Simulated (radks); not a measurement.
Values are calculated unless marked as measured or tabulated.
The calcium ion Ca5+, configuration [Ne] 3s2 3p3 (the NIST ground configuration).

Level of theory: scalar-relativistic Kohn-Sham, BLYP, spin-polarised, spherical densities, finite nucleus; open shells are filled with parallel spins first; Fermi nuclear charge, rms radius 3.4776 fm (a radial shooting solver on a logarithmic mesh with Libxc functionals).

Energy parts (hartree):
part                       energy
total                  -672.47379
kinetic                 677.24432
electron-nucleus      -1553.75163
Hartree                 238.11796
exchange-correlation    -34.08444

Orbitals (lengths in bohr, moments of r in powers of bohr; r(90%) holds 90 % of the orbital's charge):
orbital,occ.,eigenvalue (hartree),<1/r>,r(90%),<r^2>,<r>
1s up,1,-148.3459,19.74,0.137,0.007942,0.07684
1s down,1,-148.3053,19.74,0.137,0.007938,0.07682
2s up,1,-18.22253,4.057,0.566,0.1565,0.3635
2s down,1,-18.18801,4.057,0.565,0.1561,0.3632
2p up,3,-15.32911,3.965,0.538,0.1317,0.3264
2p down,3,-15.27954,3.963,0.538,0.1315,0.3263
3s up,1,-4.35850,1.318,1.57,1.297,1.066
3s down,1,-4.15940,1.310,1.59,1.323,1.075
3p up,3,-3.60304,1.225,1.67,1.434,1.114
3p down,0,-3.41215,1.213,1.71,1.480,1.129
3d up,0,-2.47660,1.028,1.86,1.664,1.186
3d down,0,-2.31273,1.012,1.94,1.769,1.217
4s up,0,-1.70618,0.5824,3.37,6.311,2.372
4s down,0,-1.67009,0.5715,3.43,6.541,2.415

The highest occupied level is 3p up at -98.044 eV. The spin density at the nucleus is -0.3220 e/bohr^3 (1s -0.9534, 2s 0.3074, 3s 0.3240). The density falls to 0.001 e/bohr^3 at r = 2.51 bohr. Summed over all electrons, <r^2> = 8.040 bohr^2, which gives a Langevin (diamagnetic) susceptibility term of -6.37 x 10^-6 cm^3/mol. The electron density at the nucleus is 6207 e/bohr^3 (large components only). For comparison, the ionisation energy in NIST's Atomic Spectra Database is 108.8 eV (semi-empirical). In exact Kohn-Sham theory the highest level is minus the ionisation energy, but local and semilocal functionals leave it too shallow, through self-interaction and a potential that decays too fast; potentials with the right tail come closer. Spin moment in Bohr magnetons: 3.
